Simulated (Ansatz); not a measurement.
`NC(O)S[SiH3]`. Total charge 0; spin multiplicity 1. The structure was optimised at the PBE0-D4/def2-TZVP level. It is one conformer, not always the lowest.

```xyz
12

N    -1.115   -0.549   -1.842
C    -0.565    0.048   -0.673
O    -1.210   -0.430    0.468
S     1.237   -0.303   -0.456
Si    1.471    0.388    1.550
H    -0.877   -1.532   -1.897
H    -0.806   -0.084   -2.686
H    -0.663    1.136   -0.763
H    -2.157   -0.369    0.294
H     0.796    1.703    1.705
H     0.954   -0.561    2.563
H     2.936    0.553    1.738
```

What is the dipole moment at r2SCAN/def2-TZVPP? (Best estimate.)

Computed: 2.15 D, with components (-1.59, 0.45, -1.38) D in this frame, pointing from negative to positive charge.

And with PBE, B3LYP, ωB97M-V? (Estimate.)

Ansatz gave: PBE 2.13 D, B3LYP 2.03 D, ωB97M-V 1.98 D.

Give the Mulliken charges with r2SCAN, B3LYP, ωB97M-V in def2-TZVPP. (Estimate.)

Ansatz gave: 
| atom | r2SCAN | B3LYP | ωB97M-V |
| --- | --- | --- | --- |
| N1 | -0.34 | -0.31 | -0.28 |
| C2 | 0.26 | 0.18 | 0.11 |
| O3 | -0.34 | -0.32 | -0.30 |
| S4 | -0.28 | -0.26 | -0.21 |
| Si5 | 0.33 | 0.32 | 0.18 |
| H6 | 0.15 | 0.14 | 0.13 |
| H7 | 0.15 | 0.14 | 0.12 |
| H8 | 0.07 | 0.11 | 0.14 |
| H9 | 0.20 | 0.18 | 0.18 |
| H10 | -0.07 | -0.07 | -0.03 |
| H11 | -0.06 | -0.06 | -0.02 |
| H12 | -0.07 | -0.06 | -0.02 |

B3LYP here is the variant with VWN-RPA as its local correlation; programs differ in this.
